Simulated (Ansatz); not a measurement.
Geometry optimisation, Ansatz, RKS B3LYP-D4/6-31G*.

Input file:

```yaml
crystal:
  periodic: [false, false, false]
  atoms:
    - { symbol: F, position_ang: [-1.7489, 1.7193, -0.4925] }
    - { symbol: Si, position_ang: [-0.4295, 1.0986, -0.0033] }
    - { symbol: O, position_ang: [-0.3787, -0.4472, -0.6131] }
    - { symbol: P, position_ang: [1.0487, -1.2342, -0.1078] }
    - { symbol: H, position_ang: [0.7096, 1.9173, -0.5192] }
    - { symbol: H, position_ang: [-0.4278, 1.1096, 1.484] }
    - { symbol: H, position_ang: [0.473, -1.8192, 1.0818] }
    - { symbol: H, position_ang: [0.8458, -2.4014, -0.8857] }
basis:
  gaussian: { orbitals: "6-31G*" }
hamiltonian:
  xc: b3lyp
  dispersion: d4
relax:
  f_tol: 0.015
  max_steps: 40
```

Launched with:

```bash
$ ansatz run input.yaml --threads 1 --pin off --max-ram 2048MiB --backend cpu --events-out ev --progress --plain --runs-dir out
```

Question: Where does it end, and by what steps?

Answer: The forces met the threshold. After 20 steps the energy has fallen by 0.314 eV; O3 moved furthest, 1.05 Å.

```tsv
step	energy less start (eV)	largest force component (eV/Å)	accepted
0	0.0000	2.452	yes
1	-0.1239	1.277	yes
2	-0.1818	0.390	yes
3	-0.2210	0.316	yes
4	-0.2270	0.439	yes
5	-0.2327	0.357	yes
6	-0.2482	0.235	yes
7	-0.2510	0.499	yes
8	-0.2861	0.066	yes
9	-0.2975	0.056	yes
10	-0.2941	0.374	no
11	-0.3046	0.038	yes
12	-0.3077	0.152	yes
13	-0.3096	0.147	yes
14	-0.3113	0.099	yes
15	-0.3125	0.038	yes
16	-0.3139	0.033	yes
17	-0.3142	0.028	yes
18	-0.3143	0.038	yes
19	-0.3140	0.092	no
20	-0.3144	0.013	yes
```

```xyz
8
Properties=species:S:1:pos:R:3
F -1.333 1.444 -1.138
Si -0.388 1.220 0.144
O -0.158 -0.393 0.409
P 0.897 -1.392 -0.441
H 0.905 1.890 -0.130
H -1.082 1.747 1.337
H 1.298 -2.212 0.655
H -0.049 -2.361 -0.892
```

Whether the end is a true minimum wasn't checked by a vibrational analysis.

Time of the run: 34 s on 1 thread of AMD EPYC 9R45 96-Core Processor (Zen 5), on a shared host, peak memory 0.17 GiB.
